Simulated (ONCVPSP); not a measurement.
**niobium: one change to an ONCV potential, before and after**

Nb (Z = 41), optimised norm-conserving Vanderbilt (ONCV), made with ONCVPSP 4.0.1 (LDA (Perdew-Zunger), scalar-relativistic). Core [Ar] 3d10, reference 4s2 4p6 4d4 5s1. Waves: 4s+5s: rc 1.50 bohr, ncon 4, nbas 9, qcut 7 1/bohr, 2 projectors; 4p: rc 1.35 bohr, ncon 4, nbas 7, qcut 7.2 1/bohr, 1 projector; 4d: rc 2.65 bohr, ncon 5, nbas 10, qcut 4.7 1/bohr, 2 projectors, debl 1.7 Ha. Local part: polynomial inside 1.00 bohr (lpopt 1, dvloc0 0 Ha). Core correction: Teter function, fcfact 2, rcfact 1.25.

All-electron outer shells of the reference configuration (LDA (Perdew-Zunger), scalar-relativistic, ld1.x):

| shell | level (eV) | outermost node (bohr) | outermost maximum (bohr) |
| --- | --- | --- | --- |
| 3d | -196.60 | – | 0.33 |
| 4s | -58.46 | 0.53 | 1.02 |
| 4p | -34.61 | 0.54 | 1.12 |
| 5s | -4.20 | 1.40 | 3.04 |
| 4d | -3.21 | 0.55 | 1.51 |

Change: p: rc 1.4.

Cutoffs: the cutoffs (Ha) at which the residual kinetic energy of the hardest occupied pseudo-wave falls to 1 and 0.1 mHa per electron; they do not see the model core or the augmentation charge, which bear on the density cutoff. Errors are all-electron minus pseudo energies relative to the spin-unpolarised reference configuration.

Question: How do hardness, ghosts and transferability respond?

Answer: The potential gets softer (25 Ha and 68 Ha → 23 Ha and 60 Ha); the errors of the 3 common tests hardly move; neither file shows a bound ghost. A larger radius leaves more room for a smooth pseudo-wave, so fewer plane waves are needed.

| quantity | base | changed |
| --- | --- | --- |
| cutoff, loose | 25 Ha | 23 Ha |
| cutoff, tight | 68 Ha | 60 Ha |
| loose cutoff by channel | s 20 Ha, p 25 Ha, d 10 Ha | s 20 Ha, p 23 Ha, d 10 Ha |
| bound ghosts | none | none |
| GHOST(+) flags under 300 eV | s at 177.9 eV | s at 177.9 eV |
| tests with a reliable result | 3 of 4 | 3 of 4 |
| error for 4s2 4p6 4d4 5s0, meV [ΔE 6.92 eV] | +1.0 | +1.0 |
| error for 4s2 4p6 4d3 5s0, meV [ΔE 21.19 eV] | +3.7 | +3.7 |
| error for 4s2 4p6 4d3 5s1, meV [ΔE 7.21 eV] | +11 | +11 |
| s: phases at 1.53 bohr within 0.05 rad from the reference energy up to (Ha; the scan ends near 5) | 3.4 | 3.4 |
| d: phases at 2.69 bohr within 0.05 rad from the reference energy up to (Ha; the scan ends near 5) | 4.0 | 4.0 |
| rms error of d²Exc/dni dnj with the model core, mHa | 2.01 | 2.01 |
